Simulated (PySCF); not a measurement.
A structure optimised at B3LYP-D3(BJ)/def2-SVP, used in a PySCF frequency run:

```xyz
9

Si    -0.8388    -0.4551    -0.1521
Cl    -1.5110    -0.0784     1.7939
Cl    -1.5289     1.0796    -1.4025
Al     1.5842    -0.3213    -0.1392
O      2.4405    -1.7519     0.1719
O      2.4213     1.1358    -0.3927
H     -1.5129    -1.7016    -0.6012
H      3.3953    -1.8414     0.2483
H      2.0499     1.9989    -0.5953
```
Charge 0, spin multiplicity 1.

Task: Write its SMILES and formula.

Result: [OH][Al]([OH])[SiH](Cl)Cl, AlCl₂H₃O₂Si

Task: What are its rotational constants (standard atomic weights)?

Result: 1.6892, 0.92744, 0.71163 GHz
